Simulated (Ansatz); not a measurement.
Isolated molecules relaxed with PBE0-D4/def2-TZVP in Ansatz; ΔE leaves out vibrations. CCSD(T)/CBS adds triple-zeta CCSD(T) − MP2 to the extrapolated MP2 energy (def2 sets, frozen cores). This one scheme is used for every species. DFT in def2-TZVPP. B3LYP here is the variant with VWN-RPA as its local correlation; programs differ in this. For Ge outer-core shells are correlated without core-valence functions, which leaves a few kJ/mol of doubt a bond. Scalar relativity is left out up to krypton. One conformer a species, not always the lowest.

`[F][GeH2][O][SiH3]` + HCl → `[SiH3]Cl` + `[OH][GeH2][F]`  (ligand exchange at the Si–O bond)

`[F][GeH2][O][SiH3]`:

Cartesian coordinates in Å:
```
F 1.310 -1.614 -1.134
Ge 1.534 -0.405 0.091
O 0.179 0.696 -0.048
Si -1.457 0.549 -0.031
H 2.802 0.373 -0.255
H 1.493 -1.141 1.434
H -1.973 0.300 -1.400
H -1.867 -0.576 0.854
H -2.022 1.819 0.489
```

HCl:

```xyz
2

Cl   -0.295    0.202    0.530
H     0.295   -0.202   -0.530
```

`[SiH3]Cl`:

Z-matrix (Å, degrees):
```
Si
Cl 1 2.054
H 1 1.481 2 108.5
H 1 1.481 2 108.5 3 -120.0
H 1 1.481 2 108.5 3 120.0
```

`[OH][GeH2][F]`:

Z-matrix (Å, degrees):
```
Ge
F 1 1.738
O 1 1.761 2 107.6
H 1 1.526 2 107.8 3 114.3
H 1 1.534 2 105.1 3 -119.6
H 3 0.960 1 113.6 2 -67.0
```

CCSD(T)/CBS gives +1.7 kcal/mol.

(1) Another level gave +3.2 kcal/mol. Which?
A. B3LYP-D4/def2-TZVPP
B. BLYP/def2-TZVPP
C. PBE-D4/def2-TZVPP
D. RPA@PBE/def2-TZVPP

Largest T1 diagnostic among the species: 0.012.

Results:

(1) D. RPA@PBE/def2-TZVPP 3.2, BLYP 0.1, B3LYP-D4 1.8, PBE-D4 -1.2 kcal/mol.

At CCSD(T), def2-SVP lies +1.0 kcal/mol from the extrapolated value and def2-TZVPP +0.9 kcal/mol. From BLYP to BHLYP (50 % exact exchange), in def2-TZVPP and without D4, ΔE moves by +1.8 kcal/mol. The D4 term adds +1.0 kcal/mol with B3LYP and +0.6 kcal/mol with PBE0; it sums over pairs of atoms, weighted by their polarisabilities, and B3LYP, whose exchange is more repulsive, gets the larger term.
